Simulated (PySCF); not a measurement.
B3LYP has the VWN-RPA correlation part, as in Gaussian. Excitations are Tamm–Dancoff values on a coarser integration grid. The basis has no diffuse functions, so Rydberg states are missing or too high.

# CH5Ga, SMILES `[CH3][GaH2]` (charge 0, multiplicity 1)

Method: B3LYP-D3(BJ)/def2-TZVP run with PySCF 2.14.0.

The HOMO comes out as -7.79 eV and the dipole moment is 0.67 D. The LUMO is -1.69 eV, the HOMO–LUMO gap is 6.10 eV and the S1 excitation (TDA) comes out as 4.93 eV. The S1 oscillator strength comes out as 0.001 and the brightest of the four lowest singlets (TDA) comes out as 7.59 eV. The T1 excitation (TDA) comes out as 4.59 eV and the S1–T1 gap (TDA) is 0.34 eV. The total energy is -1966.0252 Ha and the cost is around 23 core-seconds (rough).

```xyz
7

C     -0.9100    -0.0445    -0.0308
Ga     1.0674     0.0333     0.0116
H     -1.2953     0.2146     0.9601
H     -1.3155     0.6856    -0.7330
H     -1.2799    -1.0364    -0.2880
H      1.9325    -1.2807     0.0918
H      1.8009     1.4281    -0.0117
```
Charge 0, spin multiplicity 1.
